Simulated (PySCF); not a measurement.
# NaAs at B3LYP

Computed with B3LYP; Na pcseg-1, As pcseg-1; no relativity (PySCF 2.14).

| Item | Value |
| --- | --- |
| state | ³Σ⁻ (triplet), unpaired electrons π ↑↑ |
| bond length | 5.204 bohr |
| harmonic wavenumber | 227 cm⁻¹ |
| force constant | 0.532 mdyn/Å |
| rotational constant Be | 0.1263 cm⁻¹ |
| anharmonicity ωexe | 1.01 cm⁻¹ |
| vibration–rotation constant αe | 0.000841 cm⁻¹ |
| well depth De to Na + As | 1.32 eV |
| dissociation energy D0 | 1.31 eV |
| bond order (Mayer) | 0.83 |
| dipole moment (positive dipole means Na(−)As(+)) | -6.36 D |

Spin–orbit coupling is left out. The state was picked by a PBE0 search and need not be the measured ground state.
